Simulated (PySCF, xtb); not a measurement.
Zn(OH)(OSiH3) (H₄O₂SiZn), SMILES [OH][Zn][O][SiH3].

GFN2-xTB (xtb) at its own geometry gives an orbital gap of 2.97 eV and a dipole moment of 2.81 D.

Geometry optimised at PBE0-D3(BJ)/def2-SVP. The structure was generated by enumeration; whether it is a known compound was not checked. Other conformers were not sampled.

Question: What does PBE0/def2-TZVP run with PySCF give? (An estimate is asked for; the answer gives what the named calculation found.)

Answer: gap 7.01 eV (levels -8.34 and -1.33 eV), dipole 1.65 D.
